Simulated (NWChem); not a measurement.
System meant: C3H6OSi; SMILES [SiH3]C1=COC1

NWChem input:

```
start job
memory heap 200 mb stack 900 mb global 1100 mb
geometry units angstroms noautoz
  Si    -0.008306    -1.842684     0.000000
  C     -0.005092    -0.000088     0.000000
  C     -0.938279     0.976672     0.000000
  O     -0.138010     2.094559     0.000000
  C      0.998959     1.148750     0.000000
  H      0.679166    -2.401826    -1.197799
  H      0.679166    -2.401826     1.197799
  H     -1.421454    -2.307873     0.000000
  H     -2.019996     1.075125     0.000000
  H      1.601827     1.290202    -0.901415
  H      1.601827     1.290202     0.901415
end
basis spherical
  * library def2-svp
end
dft
  odft
  mult 2
  xc xpbe96 cpbe96
  iterations 150
  mulliken
end
task dft energy
```

End of the output:

```
                                 NWChem DFT Module
                                 -----------------

 Summary of "ao basis" -> "ao basis" (spherical)
 ------------------------------------------------------------------------------
       Tag                 Description            Shells   Functions and Types
 ---------------- ------------------------------  ------  ---------------------
 Si                         def2-svp                 8       18   4s3p1d
 C                          def2-svp                 6       14   3s2p1d
 O                          def2-svp                 6       14   3s2p1d
 H                          def2-svp                 3        5   2s1p

 Summary of "ao basis" -> "ao basis" (spherical)
 ------------------------------------------------------------------------------
       Tag                 Description            Shells   Functions and Types
 ---------------- ------------------------------  ------  ---------------------
 Si                         def2-svp                 8       18   4s3p1d
 C                          def2-svp                 6       14   3s2p1d
 O                          def2-svp                 6       14   3s2p1d
 H                          def2-svp                 3        5   2s1p

      Symmetry analysis of basis
      --------------------------

        a'         71
        a"         33

  number of electrons :                   46
  multiplicity        :                    2
 ------------------------------------------------------------------------
  no. of electrons and multiplicity not compatible                  46
 ------------------------------------------------------------------------
 ------------------------------------------------------------------------
  current input line :
    26: task dft energy
 ------------------------------------------------------------------------
 ------------------------------------------------------------------------
 There is an error in the input file
 ------------------------------------------------------------------------
 For more information see the NWChem manual at https://nwchemgit.github.io

0: no. of electrons and multiplicity not compatible:Received an Error in Communication
```

Find the fault in this run and fix the input.

The input was rejected before any calculation. Cause: the multiplicity doesn't fit the number of electrons (an even count wants an odd multiplicity, and the reverse). This input runs:
```
start job
memory heap 200 mb stack 900 mb global 1100 mb
geometry units angstroms noautoz
  Si    -0.008306    -1.842684     0.000000
  C     -0.005092    -0.000088     0.000000
  C     -0.938279     0.976672     0.000000
  O     -0.138010     2.094559     0.000000
  C      0.998959     1.148750     0.000000
  H      0.679166    -2.401826    -1.197799
  H      0.679166    -2.401826     1.197799
  H     -1.421454    -2.307873     0.000000
  H     -2.019996     1.075125     0.000000
  H      1.601827     1.290202    -0.901415
  H      1.601827     1.290202     0.901415
end
basis spherical
  * library def2-svp
end
dft
  xc xpbe96 cpbe96
  iterations 150
  mulliken
end
task dft energy
```
It converges to -481.94842 Ha (PBE/def2-SVP).
